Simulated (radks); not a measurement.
Values are calculated unless marked as measured or tabulated.
The mean radii <r> (bohr) of the occupied orbitals of an atom or ion are listed with their occupations. Level of theory: Dirac Kohn-Sham, PBEsol, spin-unpolarised, spherical densities, point nucleus (a radial shooting solver on a logarithmic mesh with Libxc functionals).

orbital  occ.      <r>
1s1/2       2  0.03186
2s1/2       2   0.1380
2p1/2       2   0.1172
2p3/2       4   0.1221
3s1/2       2   0.3793
3p1/2       2   0.3714
3p3/2       4   0.3822
3d3/2       4   0.3557
3d5/2       6   0.3592
4s1/2       2   0.9454
4p1/2       2    1.019
4p3/2       4    1.051
4d3/2       4    1.448
4d5/2       5    1.470

Name the element and its charge. Open shells, if any, fill j = l - 1/2 first.

Answer. Z = 46, palladium, charge +1: Pd+ in [Kr] 4d9. The 1s radius gives Z: for a bare nucleus <r> = (2 gamma + 1)/(2Z) with gamma = sqrt(1 - (Z/c)^2), 0.03135 bohr for Z = 46, and screening makes it slightly larger (0.03186 here). The occupations add up to 45, and the charge is Z minus that.
